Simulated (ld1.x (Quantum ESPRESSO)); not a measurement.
# Configuration tests for vanadium (TM)

V (Z = 23), norm-conserving Troullier–Martins (Kleinman–Bylander form), made with ld1.x (Quantum ESPRESSO) 7.5 (LDA (PZ), scalar-relativistic). Core [Ne] 3s2, reference 3p6 3d3 4s1 4p1. Waves: 3p (bound): rc 1.05 bohr; 3d (bound): rc 1.05 bohr; 4s (bound): rc 2.70 bohr. Local part: the s channel. Core correction: none.

Occupied shells without a wave of their own: 4p. They enter only through the test configuration that unscreens the potential.

Energies are relative to the spin-unpolarised reference configuration 3p6 3d3 4s1 4p1; without spin polarisation the order of configurations can differ from experiment. Spin-polarised rows fill each open shell by Hund’s rule, majority spin first.

(1) Give the all-electron excitation energy and the error of the potential for: 3p6 3d3 4s2 4p0; 3p6 3d3 4s1 4p0; 3p6 3d3 4s0 4p0; 3p5 3d3 4s2 4p0; 3p6 3d3 4s0 4p1; 3p6 3d3.5 4s1.5 4p0; 3p6 3d3 4s0 4p2; 3p6 3d3 4s1 4p1 (spin-polarised); 3p6 3d3 4s2 4p0 (spin-polarised).

The potential misses its own reference levels by up to 0.6 eV.

Results:

(1)

| valence configuration | charge | ΔE all-electron (eV) | error AE − PS (meV) |
| --- | --- | --- | --- |
| 3p6 3d3 4s2 4p0 | 0 | -3.409 | +444 |
| 3p6 3d3 4s1 4p0 | +1 | 4.533 | +918 |
| 3p6 3d3 4s0 4p0 | +2 | 19.078 | +1466 |
| 3p5 3d3 4s2 4p0 | +1 | 47.476 | +766 |
| 3p6 3d3 4s0 4p1 | +1 | 8.709 | +39 |
| 3p6 3d3.5 4s1.5 4p0 | 0 | -3.381 | +318 |
| 3p6 3d3 4s0 4p2 | 0 | 3.591 | -686 |
| 3p6 3d3 4s1 4p1 (spin-polarised) | 0 | -2.766 | +320 |
| 3p6 3d3 4s2 4p0 (spin-polarised) | 0 | -5.037 | +846 |

The 4p level has no wave, so the channel is fitted at the deeper level alone: the likely source of the large errors.
